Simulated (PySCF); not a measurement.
Static response to an electric field

C₂H₉N₂PSi.
Geometry (GFN2-xTB, Å), atoms numbered from 1 in this order:
```xyz
15
C2H9N2PSi angstrom
C      0.775    2.320    0.348
N      0.439    1.246    0.886
Si     0.123   -0.280    0.090
C     -1.613   -0.808    0.656
N      1.238   -1.503    0.588
P      0.468   -0.047   -2.135
H      0.894    2.453   -0.737
H      0.967    3.194    0.964
H     -1.819   -1.826    0.345
H     -2.381   -0.164    0.242
H     -1.688   -0.762    1.737
H      2.191   -1.437    0.266
H      1.226   -1.781    1.556
H     -0.116   -1.248   -2.478
H     -0.708    0.649   -2.350
```

Level: wB97X-D/def2-SVPD (PySCF), static field, nuclei fixed, core orbitals frozen in the response. The polarisability tensor in these axes (au):

```
x   81.91  5.76 -4.20
y    5.76 96.46 -1.32
z   -4.20 -1.32 97.66
```

Problem. Give the principal values, the mean and the anisotropy Δα = √{½[(α1 − α2)² + (α2 − α3)² + (α1 − α3)²]}.

Solution. Principal values 79.22, 95.82 and 100.98 au; mean 92.01 au = 13.63 Å³ = 15.17 × 10⁻⁴⁰ C²·m²/J; Δα = 19.70 au (21 % of the mean).

Problem. What is the dipole moment, and where does it point?

Solution. (0.02, 0.38, 0.35) D, 0.52 D in size, pointing from the negative to the positive side. Measured along this direction, the outermost atoms are H14 at the negative end and H8 at the positive end.

Problem. Refractivity n − 1 of an ideal gas of it at 273.15 K and 1 atm, from the electronic α?

Solution. N = p/kT = 2.6868 × 10¹⁹ cm⁻³, so n − 1 = 2π × N × 13.63 × 10⁻²⁴ cm³ = 2302 × 10⁻⁶ at long wavelengths.

Problem. Orientational against electronic polarisability at 500 K (dilute gas, rigid molecules)?

Solution. In Gaussian units μ²/3kT = 1.29 Å³ against 13.63 Å³, a ratio of 0.09; the Debye molar polarisation (4π/3)N_A(α + μ²/3kT) is 37.6 cm³/mol, leaving out the vibrational part.

Problem. Along which axes do the principal values lie, and how far do the nuclei extend along each?

Solution. Largest value along (-0.34, -0.64, 0.69), where the nuclei span 4.64 Å; middle along (0.08, 0.71, 0.70), 5.65 Å; least along (0.94, -0.30, 0.19), 4.66 Å. 

Problem. What depolarisation ratio follows for Rayleigh scattering of linearly polarised light, taking the static tensor?

Solution. ρ = 3Δα²/(45ᾱ² + 4Δα²) = 1164.1/(380955 + 1552.1) = 0.00304.

One conformer (not necessarily the lowest) at the GFN2-xTB geometry, without solvent, vibrations or thermal averaging.
